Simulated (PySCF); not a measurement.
# Orbital picture of BiN

BLYP at R = 1.934 Å; PySCF, scalar-relativistic core potentials, basis sets Bi def2-TZVPP with ECP60, N def2-TZVPP. State: ¹Σ⁺ (singlet), closed shell. Only the outer orbitals are listed, counted within each symmetry, core potentials removing the inner ones.

| orbital | occ. | ε (eV) | on Bi (%) | main shells (%) |
| --- | --- | --- | --- | --- |
| 5σ | 2 | -18.23 | 36 | 60 N s, 30 Bi s |
| 6σ | 2 | -13.01 | 70 | 64 Bi s, 28 N s |
| 3π | 2 | -6.28 | 44 | 55 N p, 43 Bi p |
| 3π | 2 | -6.28 | 44 | 55 N p, 43 Bi p |
| 7σ | 2 | -6.21 | 33 | 61 N p, 28 Bi p |
| 4π | 0 | -3.39 | 61 | 57 Bi p, 39 N p |
| 4π | 0 | -3.39 | 61 | 57 Bi p, 39 N p |
| 8σ | 0 | -0.48 | 100 | 90 Bi p, 15 N p |

Task: Which are the highest filled and the lowest empty level, where do they sit, and how wide is the gap?

Result: Highest filled 7σ at -6.21 eV (in %: 61 N p, 28 Bi p); lowest empty 4π at -3.39 eV (in %: 57 Bi p, 39 N p); the gap at BLYP is 2.82 eV.

| Item | Value |
| --- | --- |
| bond order (Mayer) | 2.84 |
| ⟨S²⟩ | 0.000 |
| charge on Bi (Mulliken, basis-dependent) | 0.52 |
| charge on Bi (Löwdin, basis-dependent) | 0.47 |
| dipole moment (positive dipole means Bi(−)N(+)) | -3.83 D |

Spin–orbit coupling is left out, which matters for elements this heavy, above all for dissociation energies.
